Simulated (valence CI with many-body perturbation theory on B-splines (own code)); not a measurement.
Forbidden lines of Bi³³⁺

Computed by relativistic CI+MBPT: four valence electrons over a frozen Dirac-Fock core [Kr] 4d10, radial functions for each j: 7 s, 7 p, 7 d, 7 f, 4 g, 2 h, with the one-electron correlation potential Σ1, the two-electron term Σ2, the three-electron term Σ3, Breit, model QED; selected CI, second order for the rest, scaled by the run's own slope (own B-spline code, finite nucleus).

No measured spectrum was set against this ion. As an estimate, large intervals hold to a few tenths of a per cent, small ones and those within an open d or f shell to about a per cent. Excitations out of the core, of the other parity, are not computed and may begin above about 204 eV (a cautious bound); beyond it only levels of the ground parity were kept, without lifetimes.

Lines 1 to 50 of 120 in falling wavelength, among levels below 1643600 cm⁻¹, chosen from the decays that carry over 1 % of a level's rate. Wavelengths and rates use the calculated energies. Electric multipoles are in the length gauge, E1 and E2 with the static RPA response of the core. Weak lines are less certain than strong ones. Lines between different terms over intervals too small for the method are left out, as are lines whose strength nearly cancels. Where a level lies close to another of its J and parity, the split of strength between their lines is uncertain.

Levels are named by their leading jj configuration (3d3/2^4 stands for four electrons in 3d with j = 3/2), which in mixed levels can hold well under half, so a name can repeat and another be missing. Letters in brackets count levels of one name in rising energy.

```tsv
λ vac (Å)	Upper	Lower	Type	A (s⁻¹)	Branch %
12320	(4f5/2^3 4f7/2) J=8	(4f5/2^3 4f7/2) J=7	M1	8.59e+00	100.0
10350	(4f5/2^3 4f7/2) J=2 [b]	(4f5/2^3 4f7/2) J=3 [a]	M1	9.10e+00	1.5
9052	(4f5/2^2 4f7/2^2) J=0 [a]	(4f5/2^2 4f7/2^2) J=1 [a]	M1	3.10e+01	2.3
8119	(4f5/2^3 4f7/2) J=7	(4f5/2^3 4f7/2) J=6 [a]	M1	5.98e+01	100.0
7805	(4f5/2^3 4f7/2) J=3 [a]	(4f5/2^3 4f7/2) J=4 [a]	M1	4.25e+01	3.5
7714	(4f5/2^3 4f7/2) J=2 [a]	(4f5/2^3 4f7/2) J=1 [a]	M1	3.03e+01	2.8
6908	(4f5/2^2 4f7/2^2) J=0 [a]	(4f5/2^3 4f7/2) J=1 [b]	M1	5.03e+01	3.7
6735	(4f5/2^2 4f7/2^2) J=3 [b]	(4f5/2^2 4f7/2^2) J=2 [a]	M1	2.97e+01	1.5
5119	(4f5/2^3 4f7/2) J=3 [b]	(4f5/2^3 4f7/2) J=4 [a]	M1	4.43e+01	1.5
5047	(4f5/2^3 4f7/2) J=2 [b]	(4f5/2^3 4f7/2) J=1 [a]	M1	3.76e+01	6.0
4336	(4f5/2^2 4f7/2^2) J=5 [c]	(4f5/2^2 4f7/2^2) J=4 [b]	M1	3.82e+02	11.5
4160	(4f5/2^3 4f7/2) J=6 [a]	(4f5/2^3 4f7/2) J=5 [a]	M1	6.73e+02	100.0
4037	(4f5/2^2 4f7/2^2) J=5 [a]	(4f5/2^2 4f7/2^2) J=4 [a]	M1	3.62e+02	12.3
3662	(4f5/2^2 4f7/2^2) J=5 [b]	(4f5/2^2 4f7/2^2) J=4 [a]	M1	5.91e+01	1.4
3611	(4f5/2^2 4f7/2^2) J=8 [b]	(4f5/2^2 4f7/2^2) J=8 [a]	M1	2.06e+01	1.2
3610	(4f5/2^2 4f7/2^2) J=9	(4f5/2^2 4f7/2^2) J=8 [a]	M1	2.14e+02	7.6
3599	(4f5/2^2 4f7/2^2) J=4 [a]	(4f5/2^3 4f7/2) J=3 [b]	M1	4.56e+02	19.6
3418	(4f5/2^3 4f7/2) J=4 [a]	(4f5/2^3 4f7/2) J=5 [a]	M1	1.74e+02	5.0
3368	(4f5/2^3 4f7/2) J=1 [a]	(4f5/2^4) J=2	M1	7.77e+02	100.0
3228	(4f5/2^3 4f7/2) J=1 [b]	(4f5/2^4) J=0	M1	8.52e+02	39.2
2906	(4f5/2^2 4f7/2^2) J=1 [a]	(4f5/2^4) J=0	M1	2.08e+02	5.4
2898	(4f5/2^2 4f7/2^2) J=4 [a]	(4f5/2^3 4f7/2) J=3 [a]	M1	5.29e+02	22.8
2857	(4f5/2^2 4f7/2^2) J=3 [b]	(4f5/2^2 4f7/2^2) J=4 [a]	M1	1.89e+02	9.8
2823	(4f5/2^3 4f7/2) J=5 [b]	(4f5/2^3 4f7/2) J=4 [a]	M1	6.67e+02	43.0
2768	(4f5/2^2 4f7/2^2) J=8 [b]	(4f5/2^2 4f7/2^2) J=7 [a]	M1	5.07e+02	28.4
2739	(4f5/2^2 4f7/2^2) J=5 [b]	(4f5/2^2 4f7/2^2) J=6 [a]	M1	9.12e+01	2.2
2727	(4f5/2^2 4f7/2^2) J=5 [a]	(4f5/2^3 4f7/2) J=5 [b]	M1	6.01e+01	2.0
2584	(4f5/2^3 4f7/2) J=5 [a]	(4f5/2^4) J=4	M1	2.74e+03	100.0
2555	(4f5/2^3 4f7/2) J=4 [b]	(4f5/2^3 4f7/2) J=5 [b]	M1	2.82e+02	12.8
2551	(4f5/2^2 4f7/2^2) J=5 [b]	(4f5/2^3 4f7/2) J=5 [b]	M1	9.93e+02	24.1
2527	(4f5/2^4) J=0	(4f5/2^3 4f7/2) J=1 [a]	M1	1.13e+00	30.2
2510	(4f5/2^3 4f7/2) J=3 [a]	(4f5/2^4) J=2	M1	5.33e+02	43.6
2498	(4f5/2^2 4f7/2^2) J=7 [a]	(4f5/2^3 4f7/2) J=7	M1	1.17e+03	29.7
2479	(4f5/2^2 4f7/2^2) J=8 [a]	(4f5/2^3 4f7/2) J=8	M1	1.76e+03	64.2
2460	(4f5/2^3 4f7/2) J=5 [b]	(4f5/2^3 4f7/2) J=6 [a]	M1	1.67e+02	10.8
2444	(4f5/2^4) J=2	(4f5/2^4) J=4	E2	3.22e-02	100.0
2386	(4f5/2^2 4f7/2^2) J=4 [c]	(4f5/2^2 4f7/2^2) J=4 [a]	M1	2.97e+02	8.5
2344	(4f5/2^3 4f7/2) J=2 [a]	(4f5/2^4) J=2	M1	1.06e+03	97.1
2307	(4f5/2^2 4f7/2^2) J=6 [a]	(4f5/2^3 4f7/2) J=6 [a]	M1	6.81e+02	10.3
2239	(4f5/2^2 4f7/2^2) J=4 [b]	(4f5/2^3 4f7/2) J=3 [b]	M1	1.70e+03	21.3
2222	(4f5/2^2 4f7/2^2) J=2 [a]	(4f5/2^3 4f7/2) J=2 [b]	M1	5.52e+02	9.1
2147	(4f5/2^3 4f7/2) J=3 [b]	(4f5/2^4) J=2	M1	2.47e+03	83.0
2142	(4f5/2^2 4f7/2^2) J=3 [a]	(4f5/2^3 4f7/2) J=2 [b]	M1	1.82e+02	3.2
2136	(4f5/2^3 4f7/2) J=6 [b]	(4f5/2^3 4f7/2) J=5 [b]	M1	5.41e+02	43.4
2113	(4f5/2^2 4f7/2^2) J=4 [a]	(4f5/2^3 4f7/2) J=4 [a]	M1	7.31e+02	31.4
2086	(4f5/2^2 4f7/2^2) J=2 [a]	(4f5/2^3 4f7/2) J=3 [b]	M1	8.34e+02	13.7
2064	(4f5/2^2 4f7/2^2) J=8 [a]	(4f5/2^3 4f7/2) J=7	M1	9.74e+02	35.5
2020	(4f5/2^3 4f7/2) J=2 [b]	(4f5/2^4) J=2	M1	5.76e+02	92.3
1971	(4f5/2^3 4f7/2) J=1 [b]	(4f5/2^3 4f7/2) J=2 [b]	M1	5.94e+02	27.4
1946	(4f5/2^2 4f7/2^2) J=4 [b]	(4f5/2^3 4f7/2) J=3 [a]	M1	8.17e+02	10.2
```
